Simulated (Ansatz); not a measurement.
`F[SiH]([SiH3])C[SiH3]` + H–F → `F[SiH](F)[SiH3]` + `C[SiH3]`  (ligand exchange at the Si–C bond)

Gas-phase electronic energies from Ansatz, PBE0-D4/def2-TZVP geometries. CBS: MP2 limit from def2 TZ/QZ plus the TZ coupled-cluster correction, frozen cores. This one scheme is used for every species. DFT in def2-TZVPP. Each species was taken in one conformer, which may not be the lowest.

`F[SiH]([SiH3])C[SiH3]`:

Cartesian coordinates in Å:
```
F -2.684 0.653 0.316
Si -1.105 0.457 0.564
Si -0.714 -1.795 1.091
C -0.180 1.005 -0.952
Si 1.673 0.728 -0.873
H -0.739 1.332 1.711
H 0.685 -1.952 1.575
H -0.899 -2.654 -0.110
H -1.644 -2.248 2.159
H -0.569 0.465 -1.822
H -0.373 2.072 -1.114
H 1.966 -0.730 -0.886
H 2.234 1.307 0.377
H 2.349 1.361 -2.036
```

H–F:

Cartesian coordinates in Å:
```
F -0.332 0.053 -0.314
H 0.332 -0.053 0.314
```

`F[SiH](F)[SiH3]`:

Z-matrix (Å, degrees):
```
Si
F 1 1.593
Si 1 2.342 2 109.5
F 1 1.593 2 107.0 3 118.6
H 1 1.482 2 107.3 3 -126.5
H 3 1.486 1 109.0 2 178.9
H 3 1.485 1 110.0 2 58.5
H 3 1.486 1 109.1 2 -61.9
```

`C[SiH3]`:

Z-matrix (Å, degrees):
```
C
Si 1 1.871
H 1 1.092 2 110.8
H 1 1.092 2 110.8 3 -120.0
H 1 1.092 2 110.8 3 120.0
H 2 1.488 1 110.7 3 -179.9
H 2 1.488 1 110.7 3 -59.9
H 2 1.488 1 110.7 3 60.1
```

```csv
level,ΔE (kcal/mol)
PBE,-32.3
CCSD/def2-TZVPP,-33.1
CCSD(T)/def2-TZVPP,-32.0
HF/CBS(def2),-40.5
```

Problem. What does CCSD(T)/CBS give? (Estimate.)

Solution. Ansatz gave: -31.6 kcal/mol. The listed levels differ from it by -0.7, -1.5, -0.4, -8.9 kcal/mol.

Largest T1 diagnostic among the species: 0.013.

The D4 term adds +3.7 kcal/mol with B3LYP and +2.1 kcal/mol with PBE0; it sums over pairs of atoms, weighted by their polarisabilities, and B3LYP, whose exchange is more repulsive, gets the larger term. In def2-TZVPP, CCSD(T) changes the Hartree–Fock value by +7.9 kcal/mol (the triples alone add +1.1 kcal/mol) and MP2 by +8.4 kcal/mol.

B3LYP here is the variant with VWN-RPA as its local correlation; programs differ in this.
